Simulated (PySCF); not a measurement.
# How the method changes the shape and vibrations of CFH3Si2

These are calculations, not measurements. They come from PySCF 2.14.0, an open-source quantum chemistry program, on an isolated molecule that a program drew, which may never have been made. The molecule is CFH3Si2 (charge 0, singlet), drawn as the SMILES string `F[SiH]=C[SiH]`.

The geometry was optimised and harmonic frequencies were computed with HF and MP2, all in the cc-pV(D+d)Z basis, for the commonest isotopes, with a restricted reference for singlets and an unrestricted one otherwise, and a frozen core in MP2. Each result is a local minimum of its method.

Geometry at the HF minimum:
```xyz
7
CFH3Si2, angstrom
F    -1.4085   -0.0442   -2.0849
Si   -0.4836    1.0498   -1.3862
C     1.1968    0.9344   -1.2014
Si    2.2533   -0.4701   -1.7710
H    -1.3841    2.1250   -0.9627
H     1.6634    1.7794   -0.6977
H     1.1329   -1.3091   -2.3669
```

Lengths of the bonds as drawn, in Å (atoms numbered as above):
| bond | HF | MP2 |
|---|---|---|
| F1-Si2 | 1.594 | 1.616 |
| Si2-C3 | 1.694 | 1.717 |
| C3-Si4 | 1.847 | 1.855 |
| Si2-H5 | 1.465 | 1.475 |
| C3-H6 | 1.089 | 1.100 |
| Si4-H7 | 1.521 | 1.526 |

Rotational constants, in GHz:
| constant | HF | MP2 |
|---|---|---|
| A | 11.02 | 10.55 |
| B | 2.467 | 2.494 |
| C | 2.016 | 2.018 |

Harmonic frequencies in cm^-1, each column in rising order, so a row needn't be the same motion in every method:
```
rank    HF   MP2
   1   145   111
   2   157   142
   3   295   291
   4   363   328
   5   598   540
   6   666   644
   7   815   770
   8   868   815
   9   903   858
  10   954   906
  11  1077  1016
  12  1236  1140
  13  2107     ?
  14  2408  2326
  15  3289  3193
```

**Estimate the missing MP2 frequency from the HF column.**

A single factor s that minimises the squared misfit of MP2 against s times HF over the other rows is sum(HF x MP2) / sum(HF^2) = 0.9601, with an rms misfit of 23 cm^-1. For rank 13 it gives 0.9601 x 2107 = 2023 cm^-1. The calculation gives 2076 cm^-1, 53 cm^-1 above the estimate. The drawn bonds are on average 0.9 % longer in MP2 than in HF.
